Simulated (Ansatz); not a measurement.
`[F][In]([F])[Br]` + H₂S → `[F][In]([SH])[Br]` + H–F at 500 K and 1 bar (ligand exchange at the In–F bond).

Program: Ansatz. Geometries: PBE0-D4/def2-TZVP. ΔE: electronic, gas phase. CBS: MP2 limit from def2 TZ/QZ plus the TZ coupled-cluster correction, frozen cores. This one scheme is used for every species. def2 core potentials past Kr. For Br, In outer-core shells are correlated without core-valence functions, which leaves a few kJ/mol of doubt a bond. Scalar relativity is left out up to krypton. One conformer a species, not always the lowest.

```tsv
species	CCSD(T)/CBS energy (Eh)	H − E (kJ/mol)	S (J/(mol·K))
`[F][In]([F])[Br]`	-2962.82519	44.0	379.5
H₂S	-398.97279	57.0	224.0
`[F][In]([SH])[Br]`	-3261.42177	69.2	414.0
H–F	-100.39570	39.4	188.7
```

H − E and S are ideal-gas, rigid-rotor, harmonic terms from PBE0-D4/def2-TZVP, for one conformer and one mirror image of each species. 1 Eh = 2625.50 kJ/mol, R = 8.31446 J/(mol·K).

Question: By hand: ΔE, ΔH, ΔS and ΔG.

Answer: ΔE = (-3261.42177) + (-100.39570) − (-2962.82519) − (-398.97279) = -0.01949 Eh = -51.2 kJ/mol. Δ(H − E) = 69.2 + 39.4 − 44.0 − 57.0 = 7.6, so ΔH = -43.6 kJ/mol. ΔS = 414.0 + 188.7 − 379.5 − 224.0 = -0.8 J/(mol·K). ΔG = -43.6 − 500 × (-0.8)/1000 = -43.2 kJ/mol.

Question: By hand: the equilibrium constant, and the temperature at which ΔG would vanish if ΔH and ΔS stayed fixed.

Answer: log₁₀ K = −ΔG/(RT ln 10) = 4.5. ΔG = 0 at ΔH/ΔS = 54500 K, far beyond where these terms or the molecules hold.

The number of gas molecules stays the same, so ΔS is small and ΔH decides. A doubt of 5 kJ/mol in ΔE shifts log₁₀ K by 0.5 here. Other conformers and mirror images would add mixing entropy, several J/(mol·K) or more a flexible species. These are equilibria of isolated gas molecules and say nothing of rates. Largest T1 diagnostic: 0.014 (customary marks: 0.02 for closed shells, 0.045 for open ones).
